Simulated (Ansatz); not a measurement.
Ansatz (an electronic-structure program) input (B3LYP-D3(BJ)/def2-TZVP):

Ansatz 0.2 input:
```yaml
crystal:
  periodic: [false, false, false]
  atoms:
    - {symbol: Si, position_ang: [1.66234891, 0.25910421, 0.73567362]}
    - {symbol: Cl, position_ang: [1.60896175, 2.27172343, 0.91244873]}
    - {symbol: Cl, position_ang: [2.81353654, -0.29535280, -0.83030392]}
    - {symbol: O, position_ang: [0.16948890, -0.27866995, 0.48782247]}
    - {symbol: Si, position_ang: [-1.29284323, -0.44892493, -0.23037270]}
    - {symbol: H, position_ang: [-1.97776019, 0.83116416, -0.07494286]}
    - {symbol: H, position_ang: [-1.89633913, -1.54014424, 0.52279910]}
    - {symbol: H, position_ang: [-1.03999185, -0.76955189, -1.63271983]}
basis:
  gaussian:
    orbitals: def2-TZVP
hamiltonian:
  xc: b3lyp
  dispersion: d3bj
magnetization: {spin_polarized: true, initial_magnetization: 1}
relax: {f_tol: 0.002, max_steps: 150}
```

End of the output:

```
mean field -42904.46025046 eV, -1576.7098325168 hartree, gradient 1.6e-5 eV, S^2 0.751889; 0 other end points of the search recorded, 0 dependent functions left out
the calculation of the forces begins
reference -42904.46055228 eV, -1576.7098436084 hartree; 37, 36 occupied and 160, 161 virtual orbitals, 1331 factors
relax step  84: F+E_penalty+E_count = -42904.93317095 eV  Δ(F+E_penalty+E_count) = -5.307e-6 eV  max|allowed force component| = 3.873e-3 eV/Å  Δτ_max = 0.0032 Å  (26 SCF iters, accepted)
these checks for a lower state are left out or cut short: starts, cluster_reference, orbital_swaps, neighbouring_geometries, increment
integrals: 0.15 GiB planned
1331 factors; their error is unknown
mean field: 1.91 GiB planned
mean field -42904.46018759 eV, -1576.7098302063 hartree, gradient 4.1e-5 eV, S^2 0.751889; 0 other end points of the search recorded, 0 dependent functions left out
the calculation of the forces begins
reference -42904.46048940 eV, -1576.7098412975 hartree; 37, 36 occupied and 160, 161 virtual orbitals, 1331 factors
relax step  85: F+E_penalty+E_count = -42904.93317289 eV  Δ(F+E_penalty+E_count) = -1.937e-6 eV  max|allowed force component| = 7.976e-4 eV/Å  Δτ_max = 0.0014 Å  (23 SCF iters, accepted)
these checks for a lower state are left out or cut short: starts, cluster_reference, orbital_swaps, neighbouring_geometries, increment
integrals: 0.15 GiB planned
1331 factors; their error is unknown
mean field: 1.91 GiB planned
mean field evaluation 576: about -42904.4602 eV, gradient 1.2e-5 eV
mean field -42904.46015439 eV, -1576.7098289861 hartree, gradient 1.2e-5 eV, S^2 0.751889; 0 other end points of the search recorded, 0 dependent functions left out
the calculation of the forces begins
reference -42904.46045620 eV, -1576.7098400775 hartree; 37, 36 occupied and 160, 161 virtual orbitals, 1331 factors
relax step  86: F+E_penalty+E_count = -42904.93317411 eV  Δ(F+E_penalty+E_count) = -1.225e-6 eV  max|allowed force component| = 1.427e-3 eV/Å  Δτ_max = 0.0023 Å  (25 SCF iters, accepted)
these checks for a lower state are left out or cut short: starts, cluster_reference, orbital_swaps, neighbouring_geometries, increment
integrals: 0.15 GiB planned
1331 factors; their error is unknown
mean field: 1.91 GiB planned
mean field -42904.46011836 eV, -1576.7098276623 hartree, gradient 2.4e-5 eV, S^2 0.751889; 0 other end points of the search recorded, 0 dependent functions left out
the calculation of the forces begins
reference -42904.46042018 eV, -1576.7098387537 hartree; 37, 36 occupied and 160, 161 virtual orbitals, 1331 factors
relax step  87: F+E_penalty+E_count = -42904.93317498 eV  Δ(F+E_penalty+E_count) = -8.623e-7 eV  max|allowed force component| = 1.197e-3 eV/Å  Δτ_max = 0.0037 Å  (25 SCF iters, accepted)
integrals: 0.15 GiB planned
1331 factors; their error is unknown
mean field: 1.91 GiB planned
mean field -42904.46011836 eV, -1576.7098276623 hartree, gradient 2.5e-5 eV, S^2 0.751889; 1 other end points of the search recorded, 0 dependent functions left out
the calculation of the forces begins
reference -42904.46042018 eV, -1576.7098387537 hartree; 37, 36 occupied and 160, 161 virtual orbitals, 1331 factors
Total energy: -42904.93347679 eV, -1576.7272232636 hartree
Atom 0 at     1.631559     0.372421     0.729386 Å, force     0.000350    -0.000219    -0.000242 eV/Å
Atom 1 at     1.416090     2.321179     0.051197 Å, force     0.000001     0.000055    -0.000007 eV/Å
Atom 2 at     3.191728    -0.530921    -0.279836 Å, force    -0.000349     0.000136     0.000260 eV/Å
Atom 3 at     0.270248    -0.447953     0.435626 Å, force    -0.001197     0.000085    -0.000246 eV/Å
Atom 4 at    -1.282520    -0.420708    -0.140124 Å, force     0.001173    -0.000326    -0.000023 eV/Å
Atom 5 at    -2.050151     0.630000     0.560482 Å, force     0.000070    -0.000022    -0.000027 eV/Å
Atom 6 at    -1.870985    -1.747685     0.125702 Å, force     0.000188     0.000271    -0.000040 eV/Å
Atom 7 at    -1.258567    -0.146985    -1.592029 Å, force    -0.000236     0.000019     0.000325 eV/Å
Dipole moment:    -0.281979    -0.085583     0.084456 e Å
```

It need not be the lowest isomer of its formula.
